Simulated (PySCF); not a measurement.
Dipole response of Te⁻ (tellurium, charge -1)

[Kr] 4d10 5s2 5p5, 2P determinant. Computed with PySCF 2.14 in dyall-av2z, with the non-relativistic Hamiltonian (point nucleus). Coupled (time-dependent) response in atomic units; α is the mean over directions. A double-zeta set is small for polarisabilities.

| method | mean α (bohr³) | α xx, yy, zz | C₆ (like pair) | S(−4) |
| --- | --- | --- | --- | --- |
| UHF | 63.60 | 52.58, 69.11, 69.11 | 925.7 | 963.8 |
| PBE0 | 69.06 | 56.33, 75.43, 75.43 | 1021 | 1244 |

S(−4) is the Cauchy moment in α(ω) = α(0) + S(−4) ω² + …

Spin-orbit coupling is absent.

α(iu) at UHF:

```
u (hartree)  α(iu) (bohr³)
          0          63.60
     0.0500          61.33
      0.100          55.85
      0.200          42.98
      0.300          32.32
      0.500          18.78
      0.750          10.60
       1.00          6.675
       1.50          3.314
       2.00          1.978
       3.00         0.9458
       5.00         0.3732
```

For an ion, C₆ is the dispersion term alone; charge-induced terms of lower order in 1/R come first.

The components differ because the open shell of this determinant is not spherical; for a pure term their mean is the scalar polarisability.

A non-relativistic calculation at this Z misses sizeable relativistic shifts.
